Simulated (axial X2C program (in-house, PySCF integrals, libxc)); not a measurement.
**Low determinants of CrCl at the PBE0 level, two-component**

All values were computed with an in-house all-electron X2C program for linear molecules (integrals from PySCF). Two-component (2c) means X2C with spin–orbit coupling and atomic mean-field two-electron Coulomb and Gaunt terms. Basis: Cr dyall-cv3z [9s10p6d3f2g], Cl dyall-av3z [9s8p3d2f] (cores contracted in-house); Gaussian nuclei, density fitting, unrestricted open shells. Masses: Cr 51.941 u, Cl 34.969 u.

Search at 2.210 Å (vertical energies from the lowest determinant):

```csv
ΔE (eV),state,electrons beyond evenly filled partner blocks,"electrons in ±ω = 1/2, 3/2, 5/2, 7/2"
0.00,Ω = 5/2,ω = 5/2,30 10 1 0
1.24,Ω = 3/2,"ω = 1/2, ω = -3/2, ω = 5/2",31 9 1 0
1.28,Ω = 7/2,"2 × ω = 1/2, ω = 5/2",30 10 1 0
1.46,Ω = 3/2,"2 × ω = -1/2, ω = 5/2",30 10 1 0
1.79,Ω = 1/2,"ω = -1/2, ω = -3/2, ω = 5/2",31 9 1 0
1.86,Ω = 1/2,ω = 1/2,31 10 0 0
1.92,Ω = 9/2,"ω = 1/2, ω = 3/2, ω = 5/2",31 9 1 0
```

Lowest determinant, Ω = 5/2 (⟨Sz⟩ = 2.50, ⟨Lz⟩ = 0.00 at PBE0): Re = 2.195 Å, ωe = 401.2 cm⁻¹.

The determinant in row 2 of the search, Ω = 3/2 (⟨Sz⟩ = 2.50, ⟨Lz⟩ = -1.00 at PBE0), was followed along the bond at PBE0; measured from the minimum of the lowest determinant it gives:

Te = 1.241 eV (10009 cm⁻¹), Re = 2.231 Å, ωe = 388.2 cm⁻¹.

Task: Compare the bond of the determinant in row 2 with that of the lowest one.

Result: At PBE0 its Re is 0.036 Å longer and its force constant, which goes as ωe², is 0.94 times that of the lowest determinant. T0 ≈ Te + Δωe/2 = 10009 + (-6) = 10003 cm⁻¹.

The search compares states at one distance, so a state with another bond length can lie lower; it is not exhaustive and yields mostly the lowest determinant of each block pattern, so other components and higher states of one pattern are missing. These are energies of single determinants, not of spin-adapted states; PBE0 term energies can be off by some tenths of an eV, and the functional has no current term.
